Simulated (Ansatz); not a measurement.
Consider the ligand exchange at a Ge–F bond: `C[S][GeH]([F])[Cl]` + CH₃OH → `C[O][GeH]([Cl])[S]C` + H–F.

Gas-phase electronic energies from Ansatz, PBE0-D4/def2-TZVP geometries. CCSD(T)/CBS adds triple-zeta CCSD(T) − MP2 to the extrapolated MP2 energy (def2 sets, frozen cores). This one scheme is used for every species. Functionals use def2-TZVPP. For Ge outer-core shells are correlated without core-valence functions, which leaves a few kJ/mol of doubt a bond. Scalar relativity is left out up to krypton. One conformer a species, not always the lowest.

`C[S][GeH]([F])[Cl]`:

Z-matrix (Å, degrees):
```
C
S 1 1.818
H 1 1.090 2 105.7
H 1 1.089 2 111.0 3 -118.1
H 1 1.090 2 111.7 3 118.1
Ge 2 2.185 1 98.5 3 179.0
Cl 6 2.143 2 111.0 1 -56.3
F 6 1.726 2 105.7 1 -172.1
H 6 1.532 2 117.1 1 67.7
```

CH₃OH:

Z-matrix (Å, degrees):
```
C
O 1 1.409
H 1 1.097 2 112.4
H 1 1.090 2 107.0 3 -118.5
H 1 1.097 2 112.4 3 123.0
H 2 0.959 1 108.5 3 -61.6
```

`C[O][GeH]([Cl])[S]C`:

Cartesian coordinates in Å:
```
C 1.825 0.407 0.875
O 0.961 1.093 -0.008
Ge 0.198 0.225 -1.340
Cl 1.714 -0.639 -2.593
S -0.986 -1.472 -0.600
C -2.142 -0.529 0.440
H 1.361 -0.500 1.280
H 2.055 1.083 1.701
H 2.761 0.127 0.380
H -0.586 1.293 -2.104
H -2.765 0.136 -0.159
H -1.613 0.040 1.203
H -2.783 -1.264 0.926
```

H–F:

Z-matrix (Å, degrees):
```
F
H 1 0.920
```

CCSD(T)/CBS gives +2.9 kcal/mol.

Task: Another level gave +3.8 kcal/mol. Which?
A. CCSD/def2-TZVPP
B. HF/def2-TZVPP
C. r2SCAN/def2-TZVPP
D. MP2/def2-TZVPP

Result: A. CCSD/def2-TZVPP 3.8, r2SCAN 5.9, MP2/def2-TZVPP 1.8, HF/def2-TZVPP 8.3 kcal/mol.

Largest T1 diagnostic among the species: 0.011.

The D4 term adds −2.8 kcal/mol with B3LYP and −1.6 kcal/mol with PBE0; it sums over pairs of atoms, weighted by their polarisabilities, and B3LYP, whose exchange is more repulsive, gets the larger term. In def2-TZVPP, CCSD(T) changes the Hartree–Fock value by −5.4 kcal/mol (the triples alone add −0.8 kcal/mol) and MP2 by −6.5 kcal/mol.

CCSD(T)/CBS has its own doubt, a few kJ/mol and more with outer-core shells, so smaller differences from it don't rank the levels.

B3LYP here is the variant with VWN-RPA as its local correlation; programs differ in this.
